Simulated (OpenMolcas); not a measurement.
# As: thermal populations, worked from levels

```
Program             : OpenMolcas 26.06
Basis               : ANO-RCC-VTZP [6s5p3d1f]
Scalar Hamiltonian  : DKH2, point nucleus
Active space        : 3 electrons in 3 orbitals (4p)
State averaging     : 2S+1 = 4 odd, 1 root; 2S+1 = 2 odd, 8 roots
Spin-orbit coupling : RASSI with atomic mean-field integrals over the reference wave functions, term energies averaged over their components
```

Methods: CASSCF; SS-CASPT2, IPEA 0.25 Eh, imaginary shift 0.1 Eh (closed shells correlated: 3d 4s). Measured levels: NIST Handbook of Basic Atomic Spectroscopic Data.

**Thermal populations.** Z = Σ (2J + 1) exp(-E/kT) with k = 0.695035 cm-1/K, over the levels below. No other level of either list lies under 50600 cm-1, which is above 7 kT at each temperature.

| Level | 2J + 1 | SS-CASPT2 | measured |
| --- | --- | --- | --- |
| 4s2 4p3 4S* 3/2 | 4 | 0.0 | 0.0 |
| 4s2 4p3 2D* 3/2 | 4 | 11600 | 10593 |
| 4s2 4p3 2D* 5/2 | 6 | 11810 | 10915 |
| 4s2 4p3 2P* 1/2 | 2 | 19890 | 18186 |
| 4s2 4p3 2P* 3/2 | 4 | 20170 | 18648 |

```json
{"T (K)": "5000", "Z, SS-CASPT2": "4.361", "Z, measured levels": "4.479", "Ground level (%), SS-CASPT2": "91.7", "Ground level (%), measured levels": "89.3"}
{"T (K)": "8000", "Z, SS-CASPT2": "5.376", "Z, measured levels": "5.654", "Ground level (%), SS-CASPT2": "74.4", "Ground level (%), measured levels": "70.8"}
```

At 8000 K, kT = 5560 cm-1, and the computed levels give Z = 4.000 + 0.497 + 0.717 + 0.056 + 0.106 = 5.376.

Term energies are means over components that CASPT2 splits; among the terms shown or strongly mixed into the levels shown the widest spread is 180 cm-1 (4s2 4p3 2D*, SS-CASPT2). With the s shell closed, the reference lacks s² → p² mixing. Without dynamic correlation excited terms often stand tens of per cent too high (terms of higher spin than the ground term too low), and those without a measured partner can miss by more than the paired ones (holds for CASSCF). Measured partners are found by configuration, term and J. A level has none where our copy of the source lacks it or the pairing is in doubt (some pairs that miss far off the trend of their configuration count as doubtful), and it then counts in no deviation. Levels of configurations outside the active space are missing.

* marks odd parity.
